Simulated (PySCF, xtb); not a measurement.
C5H5, SMILES C1[CH]C=CC=1 (connectivity only; charge and spin as stated), charge +1, multiplicity 1.

GFN2-xTB (xtb 6.7.1) at its own geometry gives an orbital gap of 0.22 eV.

Geometry optimised at B3LYP-D3(BJ)/def2-SVP. The spin state was assumed, not searched. The isomer is the one that the SMILES or the coordinates give; other isomers of the formula were not compared.

Task: What does PBE/def2-TZVP in PySCF give? (An estimate is asked for; the answer gives what the named calculation found.)

Result: gap 0.40 eV (levels -12.05 and -11.65 eV).
